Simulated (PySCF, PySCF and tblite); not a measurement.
A run on one conformer of C₇H₁₃NO, numbered as in [CH2:1]=[CH:2][CH2:3][C:4](=[O:5])[NH:6][CH2:7][CH2:8][CH3:9], from an ensemble study. The sound level was PBE0/6-31G* on GFN2-xTB geometries.

Input:

```
{"job": {"xc": "PBE0", "basis": "6-31G*", "scf": {"conv": 0.001, "max_cycle": 82}, "kind": "nmr", "pop": false}, "charge": 0, "multiplicity": 1}
C      2.142189     1.856335    -0.400530
C      2.257475     0.566066    -0.141113
C      1.986694    -0.057565     1.190347
C      0.662970    -0.824680     1.123965
O      0.584458    -2.029085     1.213089
N     -0.402822    -0.011668     0.964424
C     -1.738788    -0.502714     0.721438
C     -2.241305    -0.118812    -0.671381
C     -1.367337    -0.705736    -1.772782
H      1.880414     2.571256     0.364044
H      2.325457     2.259244    -1.381843
H      2.527882    -0.127071    -0.926670
H      1.920854     0.704441     1.969072
H      2.771098    -0.770692     1.444890
H     -0.242559     0.973642     0.821656
H     -1.690371    -1.589127     0.823406
H     -2.416576    -0.104135     1.484922
H     -3.264678    -0.481791    -0.779347
H     -2.261722     0.970843    -0.759787
H     -1.331563    -1.789114    -1.689316
H     -0.350575    -0.325445    -1.699334
H     -1.761605    -0.444805    -2.751976
```

Command: OMP_NUM_THREADS=1 python ens_run.py task.json out

Output:

```
final grid: 170496 points
cycle   1  E = -403.8850944677  dE =  1.216e+00  |g| = 8.834e-01  |ddm| = 4.204e+00
cycle   2  E = -403.4274157000  dE =  4.577e-01  |g| = 1.744e+00  |ddm| = 2.759e+00
cycle   3  E = -404.0424589499  dE = -6.150e-01  |g| = 2.410e-01  |ddm| = 2.117e+00
cycle   4  E = -404.0554432463  dE = -1.298e-02  |g| = 6.976e-02  |ddm| = 2.838e-01
cycle   5  E = -404.0564099543  dE = -9.667e-04  |g| = 2.373e-02  |ddm| = 6.950e-02
converged SCF energy = -404.0564099543

GIAO shielding tensors (ppm)
atom      isotropic    diamagn.    paramagn.     s11        s22        s33       span
  0 C       83.801     258.377    -174.575    -13.723     97.212    167.915    181.638
  1 C       64.783     254.373    -189.590    -45.332     64.934    174.747    220.080
  2 C      150.735     252.209    -101.474    133.673    149.694    168.837     35.164
  3 C       39.256     245.780    -206.524    -38.328     48.577    107.519    145.848
  4 O      -34.366     398.847    -433.213   -330.923   -125.927    353.751    684.674
  5 N      151.548     331.049    -179.501     72.385    180.979    201.281    128.897
  6 C      156.957     242.854     -85.897    130.291    166.681    173.898     43.607
  7 C      170.693     244.150     -73.457    162.807    168.655    180.617     17.810
  8 C      184.298     249.559     -65.261    172.738    184.559    195.597     22.859
  9 H       27.205      32.278      -5.074     23.616     27.085     30.913      7.297
 10 H       27.230      30.350      -3.120     24.402     26.797     30.491      6.089
 11 H       25.952      30.817      -4.865     23.120     26.936     27.800      4.680
 12 H       29.484      31.180      -1.696     27.543     28.203     32.706      5.163
 13 H       29.357      29.185       0.172     26.238     28.514     33.319      7.080
 14 H       28.459      36.576      -8.117     22.713     29.450     33.215     10.502
 15 H       28.296      31.035      -2.739     24.390     28.690     31.807      7.417
 16 H       29.672      29.926      -0.255     23.649     28.816     36.550     12.901
 17 H       31.004      30.262       0.743     26.455     29.148     37.410     10.955
 18 H       31.130      31.274      -0.144     27.659     29.660     36.072      8.413
 19 H       31.689      31.561       0.128     27.988     29.734     37.346      9.358
 20 H       31.317      32.968      -1.651     25.845     31.687     36.419     10.574
 21 H       31.656      30.849       0.807     27.310     28.986     38.673     11.363
```

Problem. What is wrong with this calculation, and what did it do to the result?

Solution. The setting at fault: SCF threshold far too loose. Its loose threshold was met, which isn't self-consistency. Shieldings averaged over the conformers (ppm), as run and sound:
```tsv
atoms	as run	sound
C1	83.2	83.8
C2	65.0	65.1
C3	151.4	152.1
C4	40.1	42.2
O5	-30.7	-27.8
N6	149.9	151.9
C7	156.8	156.0
C8	170.0	170.0
C9	183.8	183.5
H1a	27.2	27.2
H1b	27.2	27.2
H2	26.0	26.1
H3	29.5	29.5
H6	28.2	27.6
H7	29.0	29.0
H8	31.1	30.9
H9	31.5	31.4
```
